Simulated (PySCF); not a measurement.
A calculated (MN15, PySCF 2.14, 6-31G*, the non-relativistic Hamiltonian (point nucleus)) atom or ion has these occupied shells.

```tsv
shell	electrons	orbital energy (eV)	rms radius, mean of both spins (bohr)
1s α	1	-11513.3	0.0537
1s β	1	-11513.2	0.0537
2s α	1	-1433.7	0.225
2s β	1	-1433.4	0.225
2p α	3	-1299.3	0.197
2p β	3	-1299.2	0.197
3s β	1	-181.65	0.659
3s α	1	-181.63	0.659
3p α	3	-135.35	0.676
3p β	3	-135.29	0.676
3d α	5	-45.969	0.760
3d β	5	-45.843	0.760
4s α	1	-17.110	2.15
4s β	1	-13.902	2.15
4p α	3	-7.593	2.66
```

Name the element and its charge.

As (arsenic, neutral), in [Ar] 3d10 4s2 4p3, high-spin 4S determinant.
